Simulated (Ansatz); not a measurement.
Start from `O=[CH][GeH2][Cl]` and change one atom or group to get `[CH3][GeH]([Cl])[CH]=O`.

Ansatz, PBE0-D4/def2-TZVP geometries, multiplicity 1. Each molecule was computed in one conformer, which needn't be the lowest.

Scalar relativity is left out up to krypton.

```
                                          property  `O=[CH][GeH2][Cl]`
               HOMO–LUMO gap (PBE/def2-TZVPP) / eV                2.96
               HOMO energy (B3LYP/def2-TZVPP) / eV               -7.25
    size of the dipole moment (PBE/def2-TZVPP) / D                0.36
size of the dipole moment (ωB97M-V/def2-TZVPP) / D                0.55
              HOMO–LUMO gap (PBE0/def2-TZVPP) / eV                5.50
           HOMO–LUMO gap (ωB97M-V/def2-TZVPP) / eV               10.02
```

Task: Give the same properties after the change, and the shifts. (Estimate.)

Result: Ansatz gave: 
```json
{"property": "HOMO–LUMO gap (PBE/def2-TZVPP) / eV", "`[CH3][GeH]([Cl])[CH]=O`": "2.89", "shift": "-0.07"}
{"property": "HOMO energy (B3LYP/def2-TZVPP) / eV", "`[CH3][GeH]([Cl])[CH]=O`": "-7.02", "shift": "0.23"}
{"property": "size of the dipole moment (PBE/def2-TZVPP) / D", "`[CH3][GeH]([Cl])[CH]=O`": "1.12", "shift": "0.76"}
{"property": "size of the dipole moment (ωB97M-V/def2-TZVPP) / D", "`[CH3][GeH]([Cl])[CH]=O`": "1.19", "shift": "0.64"}
{"property": "HOMO–LUMO gap (PBE0/def2-TZVPP) / eV", "`[CH3][GeH]([Cl])[CH]=O`": "5.43", "shift": "-0.07"}
{"property": "HOMO–LUMO gap (ωB97M-V/def2-TZVPP) / eV", "`[CH3][GeH]([Cl])[CH]=O`": "9.94", "shift": "-0.08"}
```

With PBE0 the HOMO rises by 0.24 eV and the LUMO rises by 0.17 eV, so the gap narrows by about 0.07 eV. PBE moves the HOMO by 0.24 eV and ωB97M-V by 0.22 eV. Dipoles are sizes alone; their direction can turn.

B3LYP here is the variant with VWN-RPA as its local correlation; programs differ in this.
